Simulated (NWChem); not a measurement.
System: CH$_{7}$NO$_{2}$Si; SMILES CO[Si@H](N)O

Here is an NWChem input.

```
start job
memory heap 200 mb stack 900 mb global 1100 mb
geometry units angstroms noautoz
  C     -0.021135    -2.252343     0.059718
  O      0.490980    -0.980420     0.398625
  Si    -0.065372     0.437389    -0.301887
  N      1.094931     1.598179     0.241354
  O     -1.596432     0.918151     0.180833
  H     -0.116249    -2.396314    -1.042445
  H     -1.024640    -2.430019     0.510133
  H      0.668758    -3.031802     0.445276
  H     -0.250464     0.200007    -1.772100
  H      1.043176     2.563404    -0.089882
  H      2.065967     1.297123     0.350961
  H     -1.605847     1.241514     1.100489
end
basis spherical
  * library 6-31g*
end
dft
  xc xcamb88 1.00 lyp 0.81 vwn_5 0.19 hfexch 1.00
  cam 0.33 cam_alpha 0.19 cam_beta 0.46
  iterations 150
  vectors input atomic output neutral.movecs
end
task dft energy
charge 1
dft
  odft
  mult 2
  vectors input atomic output cation.movecs
end
task dft energy
```

Structure relaxed at the PBE-D3(BJ)/def2-SVP level. Not confirmed as a minimum by frequencies.

Ions are spin-unrestricted doublets at the neutral geometry; other ion states weren't tried.

Task: Give the results of this calculation. (CAM-B3LYP/6-31G* (spherical d), vertical spin-unrestricted ions.) Quantities: vertical ionisation energy, ΔSCF (eV); −ε(HOMO) (eV).

Result: 
```
Property                               Result
-------------------------------------  ------
vertical ionisation energy, ΔSCF (eV)    9.84
−ε(HOMO) (eV)                            8.74
```
